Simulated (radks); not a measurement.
Valence configurations of Re II (all share [Xe]). Method: Dirac Kohn-Sham, PBEsol, spin-unpolarised, spherical densities, point nucleus; open shells fill j = l - 1/2 first; computed with a radial shooting solver on a logarithmic mesh with Libxc functionals. Energies are relative to 4f14 5d5 6s1; eigenvalues in eV.

| valence | E (eV) | e(4f5/2) | e(4f7/2) | e(5d3/2) | e(5d5/2) | e(6p1/2) |
|---|---|---|---|---|---|---|
| 4f14 5d5 6s1 | 0.000 | -50.908 | -48.396 | -13.305 | -12.385 | - |
| 4f13 5d5 6s2 | 41.406 | -63.774 | -61.163 | -16.763 | -15.646 | - |
| 4f12.5 5d5.5 6s2 | 65.264 | -68.943 | -66.283 | -17.532 | -16.351 | - |
| 4f14 5d4.5 6s1.5 | -0.019 | -52.300 | -49.787 | -14.236 | -13.283 | - |
| 4f14 5d4 6s1 6p1 | 5.627 | -54.990 | -52.477 | -16.259 | - | -8.834 |
| 4f12 5d5 6s1 6p2 | 107.14 | -80.061 | -77.350 | -22.733 | -21.380 | -10.409 |
| 4f13 5d6 6s1 | 40.201 | -60.725 | -58.115 | -14.692 | -13.646 | - |
| 4f14 5d5 6p1 | 5.152 | -52.138 | -49.626 | -14.371 | -13.433 | -8.178 |
| 4f11 5d6 6s1 6p2 | 167.74 | -91.076 | -88.264 | -24.438 | -22.955 | -10.557 |
| 4f13 5d5 6s1 6p1 | 47.045 | -65.008 | -62.398 | -17.842 | -16.708 | -8.999 |

NIST lists [Xe] 4f14 5d5 6s1 as the ground configuration; this level of theory puts 4f14 5d4.5 6s1.5 lower, by 0.019 eV. The energies are those of spherical spin-averaged densities, not of single terms.
